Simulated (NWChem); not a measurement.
Program: NWChem. System: H₄F₂Ga₂, charge 0, spin multiplicity 1, at a geometry optimised with B3LYP/def2-SVP. The structure started from a generated list of species. Level: RHF/def2-TZVP.

Input file:

```
start mol
memory heap 200 mb stack 900 mb global 1100 mb
geometry units angstroms nocenter noautoz
  Ga     0.000000     0.000000     1.512104
  Ga     0.000000     0.000000    -1.512104
  F     -1.240339     0.000000     0.000000
  H      0.000000    -1.438640     2.107584
  H      0.000000     1.438640     2.107584
  F      1.240339     0.000000     0.000000
  H      0.000000    -1.438640    -2.107584
  H      0.000000     1.438640    -2.107584
  symmetry group D2h
end
basis spherical
  * library def2-tzvp
end
scf
  rhf
  nopen 0
  maxiter 100
  thresh 1e-7
  semidirect memsize 60000000 filesize 0
end
task scf energy
```

NWChem printed:

```
             Northwest Computational Chemistry Package (NWChem) 7.3.0
             --------------------------------------------------------

                                NWChem Input Module
                                -------------------

 Scaling coordinates for geometry "geometry" by  1.889725989
 (inverse scale =  0.529177249)

 Turning off AUTOSYM since
 SYMMETRY directive was detected!

                             Geometry "geometry" -> ""
                             -------------------------

 Output coordinates in angstroms (scale by  1.889725989 to convert to a.u.)

  No.       Tag          Charge          X              Y              Z
 ---- ---------------- ---------- -------------- -------------- --------------
    1 Ga                  31.0000     0.00000000     0.00000000     1.51210400
    2 Ga                  31.0000     0.00000000     0.00000000    -1.51210400
    3 F                    9.0000    -1.24033900     0.00000000     0.00000000
    4 H                    1.0000     0.00000000    -1.43864000     2.10758400
    5 H                    1.0000     0.00000000     1.43864000     2.10758400
    6 F                    9.0000     1.24033900     0.00000000     0.00000000
    7 H                    1.0000     0.00000000    -1.43864000    -2.10758400
    8 H                    1.0000     0.00000000     1.43864000    -2.10758400

 Effective nuclear repulsion energy (a.u.)     560.6440796366

            Nuclear Dipole moment (a.u.)
            ----------------------------
        X                 Y               Z
 ---------------- ---------------- ----------------
     0.0000000000     0.0000000000     0.0000000000

      Symmetry information
      --------------------

 Group name             D2h
 Group number             26
 Group order               8
 No. of unique centers     3

      Symmetry unique atoms

     1    3    4


 Summary of "ao basis" -> "" (spherical)
 ------------------------------------------------------------------------------
       Tag                 Description            Shells   Functions and Types
 ---------------- ------------------------------  ------  ---------------------
 *                         def2-tzvp                  on all atoms

 Summary of "ao basis" -> "ao basis" (spherical)
 ------------------------------------------------------------------------------
       Tag                 Description            Shells   Functions and Types
 ---------------- ------------------------------  ------  ---------------------
 Ga                        def2-tzvp                16       48   6s5p4d1f
 F                         def2-tzvp                11       31   5s3p2d1f
 H                         def2-tzvp                 4        6   3s1p

                                 NWChem SCF Module
                                 -----------------

  ao basis        = "ao basis"
  functions       =   182
  atoms           =     8
  closed shells   =    42
  open shells     =     0
  charge          =   0.00
  wavefunction    = RHF
  use symmetry    = T
  symmetry adapt  = T

 Summary of "ao basis" -> "ao basis" (spherical)
 ------------------------------------------------------------------------------
       Tag                 Description            Shells   Functions and Types
 ---------------- ------------------------------  ------  ---------------------
 Ga                        def2-tzvp                16       48   6s5p4d1f
 F                         def2-tzvp                11       31   5s3p2d1f
[...]
    21 ag         22 b3u        23 b2g        24 ag         25 b1u
    26 b3u        27 b2u        28 b1u        29 b3g        30 b1g
    31 au         32 ag         33 b1u        34 ag         35 b2g
    36 b2u        37 b1g        38 b3u        39 ag         40 b1u
    41 b3g        42 b2u        43 b3u        44 b2g        45 ag
    46 b1u        47 ag         48 b1u        49 b2u        50 ag
    51 b3g        52 b1g

             Final eigenvalues
             -----------------

              1
    1 -378.8342
    2 -378.8342
    3  -48.1841
    4  -48.1841
    5  -42.5130
    6  -42.5130
    7  -42.5117
    8  -42.5117
    9  -42.5099
   10  -42.5099
   11  -26.2830
   12  -26.2830
   13   -6.4143
   14   -6.4143
   15   -4.5095
   16   -4.5095
   17   -4.5076
   18   -4.5075
   19   -4.5043
   20   -4.5043
   21   -1.5760
   22   -1.5589
   23   -1.2288
   24   -1.2235
   25   -1.2220
   26   -1.2187
   27   -1.2170
   28   -1.2159
   29   -1.2156
   30   -1.2156
   31   -1.2152
   32   -1.2146
   33   -0.7283
   34   -0.7233
   35   -0.6673
   36   -0.6672
   37   -0.6424
   38   -0.6214
   39   -0.5464
   40   -0.5156
   41   -0.4493
   42   -0.4426
   43    0.0740
   44    0.1096
   45    0.1124
   46    0.1201
   47    0.1574
   48    0.1831
   49    0.2003
   50    0.2637
   51    0.2861
   52    0.2910

                       ROHF Final Molecular Orbital Analysis
                       -------------------------------------

 Vector   40  Occ=2.000000D+00  E=-5.155645D-01  Symmetry=b1u
              MO Center=  1.6D-13, -9.2D-15, -1.4D-14, r^2= 5.8D+00
   Bfn.  Coefficient  Atom+Function         Bfn.  Coefficient  Atom+Function
  ----- ------------  ---------------      ----- ------------  ---------------
     5      0.238466  1 Ga s                 53     -0.238466  2 Ga s
   104     -0.156882  3 F  pz               147     -0.156882  6 F  pz

 Vector   41  Occ=2.000000D+00  E=-4.493201D-01  Symmetry=b3g
              MO Center= -7.5D-16,  8.9D-15,  4.6D-14, r^2= 6.5D+00
   Bfn.  Coefficient  Atom+Function         Bfn.  Coefficient  Atom+Function
  ----- ------------  ---------------      ----- ------------  ---------------
    17      0.242525  1 Ga py                65     -0.242525  2 Ga py
   129     -0.164469  4 H  s                135      0.164469  5 H  s
   172      0.164469  7 H  s                178     -0.164469  8 H  s

 Vector   42  Occ=2.000000D+00  E=-4.426449D-01  Symmetry=b2u
              MO Center=  5.3D-16, -8.3D-16, -3.6D-14, r^2= 6.4D+00
   Bfn.  Coefficient  Atom+Function         Bfn.  Coefficient  Atom+Function
  ----- ------------  ---------------      ----- ------------  ---------------
    17      0.232857  1 Ga py                65      0.232857  2 Ga py
   129     -0.157768  4 H  s                135      0.157768  5 H  s
   172     -0.157768  7 H  s                178      0.157768  8 H  s

 Vector   43  Occ=0.000000D+00  E= 7.398547D-02  Symmetry=b3u
              MO Center=  1.5D-13,  3.3D-15,  6.6D-14, r^2= 8.3D+00
   Bfn.  Coefficient  Atom+Function         Bfn.  Coefficient  Atom+Function
  ----- ------------  ---------------      ----- ------------  ---------------
    19      0.618599  1 Ga px                67      0.618599  2 Ga px
   101      0.256649  3 F  s                144     -0.256649  6 F  s
    16      0.161912  1 Ga px                64      0.161912  2 Ga px

 Vector   44  Occ=0.000000D+00  E= 1.095940D-01  Symmetry=b2g
              MO Center=  4.8D-15, -8.9D-18, -9.9D-14, r^2= 9.4D+00
   Bfn.  Coefficient  Atom+Function         Bfn.  Coefficient  Atom+Function
  ----- ------------  ---------------      ----- ------------  ---------------
    19      0.887172  1 Ga px                67     -0.887172  2 Ga px
   110      0.235465  3 F  pz               153     -0.235465  6 F  pz

 Vector   45  Occ=0.000000D+00  E= 1.124409D-01  Symmetry=ag
              MO Center=  4.0D-15,  2.6D-16,  1.5D-15, r^2= 9.8D+00
   Bfn.  Coefficient  Atom+Function         Bfn.  Coefficient  Atom+Function
  ----- ------------  ---------------      ----- ------------  ---------------
    21      1.003478  1 Ga pz                69     -1.003478  2 Ga pz
     6      0.763302  1 Ga s                 54      0.763302  2 Ga s
   130     -0.586432  4 H  s                136     -0.586432  5 H  s
   173     -0.586432  7 H  s                179     -0.586432  8 H  s
   101      0.499808  3 F  s                144      0.499808  6 F  s

 center of mass
 --------------
 x =   0.00000000 y =   0.00000000 z =   0.00000000

 moments of inertia (a.u.)
 ------------------
        1219.310271641021           0.000000000000           0.000000000000
           0.000000000000        1398.264544098701           0.000000000000
           0.000000000000           0.000000000000         238.544775046857

  Mulliken analysis of the total density
  --------------------------------------

    Atom       Charge   Shell Charges
 -----------   ------   -------------------------------------------------------
    1 Ga  31    30.24   2.00  2.00  1.16  0.80  0.67  0.33  5.98  4.45  1.55  0.86  0.17  8.90  1.13  0.07  0.08  0.06
    2 Ga  31    30.24   2.00  2.00  1.16  0.80  0.67  0.33  5.98  4.45  1.55  0.86  0.17  8.90  1.13  0.07  0.08  0.06
    3 F    9     9.52   0.77  1.20  0.59  1.01  0.36  2.24  2.31  1.03  0.00  0.00  0.00
    4 H    1     1.12   0.22  0.55  0.34  0.01
    5 H    1     1.12   0.22  0.55  0.34  0.01
    6 F    9     9.52   0.77  1.20  0.59  1.01  0.36  2.24  2.31  1.03  0.00  0.00  0.00
    7 H    1     1.12   0.22  0.55  0.34  0.01
    8 H    1     1.12   0.22  0.55  0.34  0.01

       Multipole analysis of the density wrt the origin
       ------------------------------------------------

     L   x y z        total         open         nuclear
     -   - - -        -----         ----         -------
     0   0 0 0     -0.000000      0.000000     84.000000

     1   1 0 0      0.000000      0.000000      0.000000
     1   0 1 0      0.000000      0.000000      0.000000
     1   0 0 1      0.000000      0.000000      0.000000

     2   2 0 0    -34.079609      0.000000     98.889681
     2   1 1 0      0.000000      0.000000      0.000000
     2   1 0 1     -0.000000      0.000000      0.000000
     2   0 2 0    -36.930574      0.000000     29.563914
     2   0 1 1      0.000000      0.000000      0.000000
     2   0 0 2    -31.510422      0.000000    569.684993

 Task  times  cpu:       13.7s     wall:       13.7s

 Total times  cpu:       13.8s     wall:       13.8s
```
